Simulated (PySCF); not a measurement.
A geometry optimisation, step by step.

Species: HC(SnH3)3, CH10Sn3.
Bonds: C1–Sn2, C1–Sn3, C1–Sn4. Hydrogens: H5 on C1; H6, H7, H8 on Sn2; H9, H10, H11 on Sn3; H12, H13, H14 on Sn4.

Method: PySCF 2.14.0, PBE0-D3(BJ)/def2-SVP geometry optimisation, gas phase, def2 core potentials past Kr; density fitting, grid level 1; the optimiser is geomeTRIC in internal coordinates, started from a GFN2-xTB structure with every atom displaced at random (about 0.03 Å). 7 of its 14 geometries are shown. The frame can shift and turn from step to step; on so coarse a grid that alone can change the energy by a few meV, and forces under 0.02 eV/Å are noise.

Step 0: E = -18689.3268 eV, largest atomic force 4.241 eV/Å
```
atom  x, y, z in Å  |  force x, y, z in eV/Å
C1     -0.282   -0.185    0.386   -0.985   1.336  -0.892
Sn2     1.117    1.152    1.299   -0.155   0.017  -0.394
Sn3    -1.552    0.873   -1.196    1.316  -0.465   2.104
Sn4     0.586   -1.993   -0.284   -3.554  -0.639   1.624
H5     -1.065   -0.371    1.127   -0.033  -0.305   0.331
H6      0.440    2.637    1.695   -0.310   0.452   0.107
H7      2.434    1.435    0.287    0.315   0.063  -0.418
H8      1.755    0.469    2.670    0.277  -0.421   0.802
H9     -0.747    0.793   -2.581    0.875  -0.148  -1.690
H10    -1.715    2.476   -0.782   -0.114   0.745   0.264
H11    -2.999    0.140   -1.256   -1.272  -0.676  -0.062
H12    -0.527   -2.768   -1.297   -0.305  -0.188  -0.303
H13     1.838   -1.733   -1.084    3.628   0.712  -2.077
H14     0.698   -2.968    1.059    0.317  -0.482   0.605
```

Step 2: E = -18690.1121 eV, largest atomic force 0.414 eV/Å
```
atom  x, y, z in Å  |  force x, y, z in eV/Å
C1     -0.334   -0.143    0.402   -0.240   0.292  -0.169
Sn2     1.112    1.176    1.308    0.148  -0.035   0.053
Sn3    -1.491    0.863   -1.153    0.195  -0.115   0.037
Sn4     0.501   -2.011   -0.278    0.090   0.010  -0.150
H5     -1.086   -0.365    1.180    0.079  -0.099   0.034
H6      0.389    2.678    1.717   -0.028  -0.021   0.002
H7      2.399    1.454    0.205   -0.036   0.001  -0.019
H8      1.769    0.448    2.724   -0.045   0.015  -0.040
H9     -0.652    0.741   -2.658   -0.102  -0.012   0.122
H10    -1.673    2.526   -0.752   -0.014  -0.039  -0.012
H11    -3.034    0.107   -1.247    0.077   0.041  -0.037
H12    -0.628   -2.790   -1.317    0.023   0.025  -0.023
H13     1.961   -1.694   -1.168   -0.266  -0.093   0.240
H14     0.748   -3.034    1.080    0.119   0.027  -0.038
```

Step 4: E = -18690.1345 eV, largest atomic force 0.070 eV/Å
```
atom  x, y, z in Å  |  force x, y, z in eV/Å
C1     -0.352   -0.125    0.410   -0.053   0.037  -0.007
Sn2     1.123    1.170    1.309    0.012  -0.016  -0.016
Sn3    -1.480    0.862   -1.152    0.013  -0.007   0.042
Sn4     0.477   -2.000   -0.270   -0.062  -0.010   0.017
H5     -1.080   -0.369    1.204    0.003   0.001  -0.001
H6      0.387    2.657    1.751    0.002  -0.002   0.008
H7      2.372    1.464    0.170   -0.006   0.008  -0.002
H8      1.788    0.418    2.701    0.005  -0.005  -0.001
H9     -0.640    0.718   -2.639    0.023  -0.011  -0.019
H10    -1.676    2.528   -0.779    0.000  -0.002   0.004
H11    -3.018    0.118   -1.287   -0.011  -0.008  -0.006
H12    -0.642   -2.784   -1.314   -0.001   0.006   0.005
H13     1.919   -1.684   -1.132    0.063   0.003  -0.030
H14     0.803   -3.016    1.073    0.012   0.006   0.006
```

Step 6: E = -18690.1367 eV, largest atomic force 0.028 eV/Å
```
atom  x, y, z in Å  |  force x, y, z in eV/Å
C1     -0.367   -0.116    0.416    0.016  -0.021   0.005
Sn2     1.125    1.166    1.305   -0.010   0.003  -0.001
Sn3    -1.482    0.862   -1.156    0.000  -0.003  -0.021
Sn4     0.467   -1.992   -0.263    0.028   0.003   0.003
H5     -1.087   -0.364    1.215   -0.012   0.015  -0.005
H6      0.398    2.643    1.793    0.005  -0.005   0.006
H7      2.347    1.485    0.143   -0.004   0.005   0.001
H8      1.819    0.386    2.669    0.007   0.000  -0.011
H9     -0.615    0.701   -2.629   -0.006   0.007   0.016
H10    -1.683    2.529   -0.795    0.000  -0.005  -0.002
H11    -3.019    0.114   -1.315    0.011   0.003   0.004
H12    -0.655   -2.784   -1.295    0.003  -0.003   0.005
H13     1.915   -1.681   -1.131   -0.026   0.001   0.005
H14     0.818   -2.992    1.087   -0.010   0.002  -0.003
```

Step 9: E = -18690.1399 eV, largest atomic force 0.084 eV/Å
```
atom  x, y, z in Å  |  force x, y, z in eV/Å
C1     -0.397   -0.098    0.426    0.063  -0.055  -0.005
Sn2     1.129    1.168    1.281    0.001   0.022   0.013
Sn3    -1.468    0.857   -1.185    0.016   0.010  -0.004
Sn4     0.437   -1.990   -0.209   -0.003  -0.005   0.013
H5     -1.119   -0.327    1.228   -0.021   0.031  -0.004
H6      0.422    2.561    1.990   -0.016  -0.007   0.003
H7      2.205    1.648    0.035   -0.002   0.001  -0.006
H8      1.997    0.293    2.476    0.008  -0.003   0.001
H9     -0.524    0.698   -2.608   -0.008   0.010  -0.018
H10    -1.704    2.523   -0.844   -0.007   0.008   0.003
H11    -2.982    0.086   -1.410   -0.015  -0.004   0.001
H12    -0.698   -2.830   -1.187   -0.002  -0.003  -0.004
H13     1.862   -1.697   -1.121   -0.016   0.004   0.009
H14     0.822   -2.934    1.171    0.000  -0.009  -0.001
```

Step 11: E = -18690.1422 eV, largest atomic force 0.050 eV/Å
```
atom  x, y, z in Å  |  force x, y, z in eV/Å
C1     -0.399   -0.091    0.423    0.027  -0.031  -0.017
Sn2     1.136    1.179    1.257    0.005   0.011  -0.002
Sn3    -1.439    0.856   -1.216    0.006   0.009   0.016
Sn4     0.409   -2.012   -0.152   -0.049  -0.004   0.009
H5     -1.139   -0.282    1.219   -0.003   0.019   0.004
H6      0.427    2.444    2.172   -0.011  -0.002   0.001
H7      2.051    1.845   -0.033   -0.002   0.004  -0.002
H8      2.176    0.252    2.263    0.000  -0.001   0.005
H9     -0.463    0.730   -2.621    0.001  -0.005  -0.014
H10    -1.710    2.515   -0.868   -0.004   0.003   0.006
H11    -2.938    0.065   -1.478   -0.010  -0.003  -0.004
H12    -0.743   -2.882   -1.082   -0.001   0.005  -0.006
H13     1.815   -1.752   -1.096    0.025  -0.004   0.002
H14     0.799   -2.911    1.256    0.015  -0.001   0.001
```

Step 13: E = -18690.1433 eV, largest atomic force under 0.02 eV/Å
```
atom  x, y, z in Å  |  force x, y, z in eV/Å
C1     -0.386   -0.095    0.415   -0.005  -0.002  -0.007
Sn2     1.138    1.188    1.252   -0.002  -0.001  -0.004
Sn3    -1.430    0.855   -1.220   -0.005   0.001   0.003
Sn4     0.405   -2.026   -0.145   -0.008   0.001   0.000
H5     -1.131   -0.272    1.210    0.005   0.001   0.005
H6      0.401    2.428    2.179    0.001   0.001   0.000
H7      2.035    1.884   -0.035    0.000   0.002   0.002
H8      2.196    0.272    2.248   -0.001   0.001   0.000
H9     -0.470    0.735   -2.636    0.002  -0.004   0.002
H10    -1.700    2.513   -0.859    0.002  -0.002   0.000
H11    -2.934    0.069   -1.474    0.002   0.001  -0.001
H12    -0.751   -2.886   -1.080    0.001   0.003  -0.002
H13     1.823   -1.786   -1.079    0.007  -0.003   0.001
H14     0.786   -2.924    1.266    0.001   0.002   0.001
```

**Question.** Summarise the path.

**Answer.** The energy falls by 0.8165 eV from step 0 to step 13; nine tenths of that is first reached at step 2. It falls at every step. The largest force goes from 4.241 to under 0.02 eV/Å. Among the bonds Sn4–H13 changes most, from 1.508 to 1.715 Å; the atoms move by 0.332 Å rms after alignment.

The cost below is that of the whole optimisation. Hardware: an Arm Neoverse N1 with one thread, no GPU, on a shared host. Cost: 5.9 min wall, 0.56 GiB resident at most.
